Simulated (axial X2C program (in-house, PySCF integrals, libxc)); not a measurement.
# Nuclear properties of TiCN⁺

Calculated with an in-house all-electron X2C program for linear molecules (integrals from PySCF): two-component X2C with atomic mean-field Coulomb and Gaunt terms, Gaussian nuclei, basis Ti dyall-v3z, C dyall-v3z, N dyall-av3z with contracted cores.

Ti–C–N held linear, with bonds 2.022 and 1.162 Å (near the PBE0 minimum at charge 1 of the determinant lowest at the starting distance; the state shown can have its own minimum elsewhere, held linear; other orders of the atoms were not compared).

Determinant lowest in the PBE0 search, Ω = 2 (⟨Sz⟩ = -1.00, ⟨Lz⟩ = 3.00 at PBE0), spin on the atoms Ti -1.02, C 0.05, N -0.03:

| level | Eeff magnitude (GV/cm) | Ws magnitude Ti (kHz) | Ws magnitude C (kHz) | A∥/gI Ti (MHz) | qzz Ti (a.u.) | A∥/gI C (MHz) | qzz C (a.u.) | A∥/gI N (MHz) | qzz N (a.u.) |
| --- | --- | --- | --- | --- | --- | --- | --- | --- | --- |
| PBE0 | 0.0204 | 0.00195 | 0.000248 | 361 | -0.47 | 10.8 | -0.50 | 15.6 | -1.31 |
| HF | 0.0572 | 0.00879 | 0.000159 | 367 | -0.48 | 15.1 | -0.60 | 9.63 | -1.50 |
| LDA | 0.0029 | 0.000938 | 0.000254 | 349 | -0.58 | 12.3 | -0.47 | 20 | -1.24 |

Determinant 0.04 eV from it at PBE0 and this distance, Ω = 4 (⟨Sz⟩ = 1.00, ⟨Lz⟩ = 3.00 at PBE0), spin on the atoms Ti 1.02, C -0.05, N 0.03:

| level | Eeff magnitude (GV/cm) | Ws magnitude Ti (kHz) | Ws magnitude C (kHz) | A∥/gI Ti (MHz) | qzz Ti (a.u.) | A∥/gI C (MHz) | qzz C (a.u.) | A∥/gI N (MHz) | qzz N (a.u.) |
| --- | --- | --- | --- | --- | --- | --- | --- | --- | --- |
| PBE0 | 0.022 | 0.0011 | 0.000125 | 90 | -0.47 | -3.54 | -0.49 | 6.18 | -1.31 |
| HF | 0.0607 | 0.00468 | 7.84e-05 | 77.4 | -0.48 | -6.78 | -0.60 | 3.22 | -1.50 |
| LDA | 0.00423 | 0.000373 | 0.000128 | 94.7 | -0.59 | -2.4 | -0.47 | 8.15 | -1.24 |

Eeff is the effective electric field on the electron electric dipole moment in this Ω state and Ws the scalar–pseudoscalar constant of the nucleus named (defined with the proton number Z and per Ω); A∥ (defined per Ω) follows by multiplying with gI = μI/(I μN); qzz is the electric field gradient, eQq0 = 234.96 MHz × Q/barn × qzz. The operators were transformed with the bare-nucleus X2C matrices; with these basis sets, hyperfine constants and field gradients can be off by tens of per cent, and where levels differ in sign neither size nor sign is settled.

(1) With gI(47Ti) = -0.3154, Q(47Ti) = 0.302 barn, gI(13C) = 1.4048, Q(14N) = 0.02044 barn (g factors from the IAEA table of nuclear moments by Stone; Q from Pyykkö, Mol. Phys. 2018), turn the PBE0 values of the first state into constants in MHz.

The molecule was held linear; bending was not examined, so a bent shape may lie lower.

Each state is one determinant with collinear spin, which with several unpaired electrons need not be a pure state. Unrestricted Hartree–Fock can overshoot spin polarisation at the nuclei. With several open shells hyperfine constants can be off by a factor of several. Where Eeff spreads by more than a factor of two the levels disagree and none is to be relied on. Open-shell Ω = 0 determinants with evenly filled partner blocks cannot be reached by this program, so the Ω shown need not be the lowest component. The search compared states at one distance, so a state with another bond length can lie lower. The sign of Ws at Ti differs between levels in the first state. The sign of Ws at Ti differs between levels in the second state. PBE0 term energies can be off by some tenths of an eV.

Answers

(1) A∥(47Ti) = 361 × -0.3154 = -114 MHz; eQq0(47Ti) = 234.96 × (0.302) × (-0.47) = -33.4 MHz; A∥(13C) = 10.8 × 1.4048 = 15.2 MHz; eQq0(14N) = 234.96 × (0.02044) × (-1.31) = -6.29 MHz.
